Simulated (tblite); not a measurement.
Species: C6H9PS.
Cartesian coordinates in Å at the GFN2-xTB level; atoms count from 1:
```
atom  x, y, z in Å
C1    -1.4429    0.3355   -1.2587
C2    -0.7532    0.6068    0.0787
C3    -1.5038   -0.0648    1.2291
C4     0.6841    0.1516    0.0402
C5     1.0548   -1.1370   -0.1569
S6     2.7325   -1.4881   -0.1728
C7     3.2152    0.1331    0.0985
P8     2.0083    1.3225    0.2601
H9    -1.4920   -0.7333   -1.4543
H10   -0.8955    0.8101   -2.0705
H11   -2.4563    0.7306   -1.2467
H12   -0.7511    1.6897    0.2533
H13   -1.5549   -1.1405    1.0771
H14   -2.5182    0.3225    1.2935
H15   -0.9992    0.1270    2.1739
H16    0.3918   -1.9704   -0.3071
H17    4.2735    0.3167    0.1527
```

Computed with GFN2-xTB (tblite): harmonic, unscaled wavenumbers at the GFN2-xTB geometry, gas phase. The method is semi-empirical: single wavenumbers can be off by several per cent or more. One conformer, not necessarily the lowest.

Harmonic wavenumbers (cm⁻¹): 28.1, 118.3, 178.0, 207.8, 235.0, 277.6, 289.8, 333.0, 437.7, 483.7, 530.4, 545.0, 689.5, 703.0, 765.2, 811.9, 874.4, 920.9, 947.1, 959.9, 984.0, 1043.3, 1112.2, 1136.8, 1143.4, 1184.1, 1195.4, 1307.8, 1333.5, 1403.4, 1417.1, 1493.5, 1494.5, 1496.9, 1502.3, 1508.3, 2915.8, 3027.5, 3029.9, 3031.7, 3033.0, 3037.5, 3039.7, 3115.3, 3118.6.

A = 2524, B = 1019, C = 859.4 MHz; mass 144.016 u (most abundant isotopes); point group Cs, symmetry number 1.

Q: What is the zero-point energy?

A: Half the sum of the wavenumbers: 29221 cm⁻¹ = 83.55 kcal/mol.

Q: What is S at 273.15 K and 1 bar for an ideal gas of classical rigid rotors and harmonic oscillators?

A: Translation 40.40, rotation 29.10, vibration 22.15: S = 91.7 cal/(mol K).

Q: And Cp and H(273.15 K) − H(0)?

A: Cp = 32.69 cal/(mol K), of which vibrations give 24.74 (their classical limit is 45 R = 89.4); H(273.15 K) − H(0) = 5.43 kcal/mol without the zero-point energy, 3.26 from vibrations.

Q: Blend soft modes into free rotors: weight 1/[1 + (100 cm⁻¹/ν̃)⁴] for the oscillator and the rest for a rotor with moment μB/(μ + B), μ = h/(8π²ν), B = 10⁻⁴⁴ kg m². What vibrational entropy results?

A: 20.32 cal/(mol K) in place of 22.15, which changes −T·S at 273.15 K by +0.50 kcal/mol.

Q: How do the functions run with temperature in this model?

A: 
```tsv
T (K)	S (cal/(mol K))	Cp (cal/(mol K))	H − H(0) (kcal/mol)	G − H(0) (kcal/mol)	ln q(vib)
150	75.9	21.2	2.11	-9.27	2.51
250	88.9	30.5	4.70	-17.52	4.64
298.15	94.6	35.0	6.28	-21.94	5.70
400	106.2	44.1	10.31	-32.17	7.97
600	126.9	57.8	20.59	-55.52	12.44
900	153.0	70.7	40.04	-97.63	18.84
```

q(vib) and H(0) count from the zero-point level.

Q: Which modes carry the vibrational entropy at 273.15 K?

A: 28.1 cm⁻¹: 5.79; 118.3 cm⁻¹: 2.96; 178.0 cm⁻¹: 2.19; 207.8 cm⁻¹: 1.90; 235.0 cm⁻¹: 1.69; 277.6 cm⁻¹: 1.40 cal/(mol K); the other 39 give 6.23 together.

Hindered rotation and anharmonicity are outside this model. Other conformers, if any are populated, would add a mixing term that is left out.
